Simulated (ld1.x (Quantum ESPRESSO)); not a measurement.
u(r) = r·R(r): atom against pseudo-atom (cobalt)

Columns: radius, all-electron u(r) and pseudo u(r) of the 3d shell (level -27.39 eV) of cobalt in the configuration [Ar] 3d7 4s0 4p0; LDA (PZ), scalar-relativistic, TM semilocal scheme, ld1.x (Quantum ESPRESSO) 7.5.

```
r (bohr)  all-electron  pseudo
   0.125        0.1342  0.0375
   0.250        0.4611  0.2480
   0.375        0.7422  0.6052
   0.500        0.9042  0.9158
   0.625        0.9632  1.0434
   0.750        0.9548  1.0167
   0.875        0.9091  0.9322
   1.000        0.8454  0.8488
   1.125        0.7749  0.7749
   1.250        0.7036  0.7036
   1.375        0.6347  0.6347
   1.500        0.5698  0.5698
   1.625        0.5096  0.5096
   1.750        0.4543  0.4543
   1.875        0.4039  0.4039
   2.000        0.3582  0.3582
   2.125        0.3170  0.3170
   2.250        0.2799  0.2799
   2.375        0.2467  0.2467
   2.500        0.2170  0.2170
   2.625        0.1905  0.1905
   2.750        0.1670  0.1670
   2.875        0.1462  0.1462
   3.000        0.1278  0.1278
   3.125        0.1115  0.1115
   3.250        0.0972  0.0972
```

Task: How many radial nodes do the two functions have?

Result: The all-electron 3d function has n − l − 1 = 0; the pseudo-wave has 0.

Task: At about which radius was the pseudo-wave matched?

Result: 1.20 bohr, where the columns begin to agree (steps of 0.12 bohr).

Task: Where does each function peak?

Result: Outermost all-electron maximum near 0.62 bohr, pseudo maximum near 0.62 bohr (to the table’s step).

Task: Is the pseudo-wave norm-conserving?

Result: Yes: the TM semilocal scheme keeps the norm inside the radius equal to the all-electron one, which fixes the energy derivative of the logarithmic derivative at the level.
